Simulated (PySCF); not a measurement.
Sr⁺ (strontium, charge +1) across methods

[Kr] 5p1, 2P determinant (an excited configuration). All numbers are calculated (PySCF 2.14, scalar relativity by spin-free X2C-1e, in ANO-RCC-VTZP (7s6p3d1f, 47 functions)). The B2PLYP total includes its PT2 part (frozen core); its orbital energies are those of the SCF part.

```tsv
method	E (hartree)	mean ε 4p α (eV)	mean ε 4p β (eV)	mean ε 5p α (eV)	Σ⟨r²⟩ (bohr²)	⟨S²⟩
LDA	-3174.68	-30.356	-30.286	-6.437	52.18	0.750
PBE0	-3178.55	-32.276	-32.193	-6.883	53.10	0.750
wB97M-V	-3178.60	-34.683	-34.602	-7.612	52.91	0.750
UHF	-3176.95905	-37.135	-37.017	-7.700	55.81	0.750
PBE	-3178.48	-30.260	-30.188	-6.483	52.62	0.750
B2PLYP	-3178.37	-34.018	-33.932	-7.115	53.78	0.750
r2SCAN0	-3178.83	-32.698	-32.641	-6.828	53.35	0.750
B3LYP	-3178.90	-31.790	-31.729	-6.771	52.67	0.750
```

Task: Estimate the same row for r2SCAN.

Result: E (hartree) = -3178.84; mean ε 4p α (eV) = -30.936; mean ε 4p β (eV) = -30.901; mean ε 5p α (eV) = -6.450; Σ⟨r²⟩ (bohr²) = 53.23; ⟨S²⟩ = 0.750.
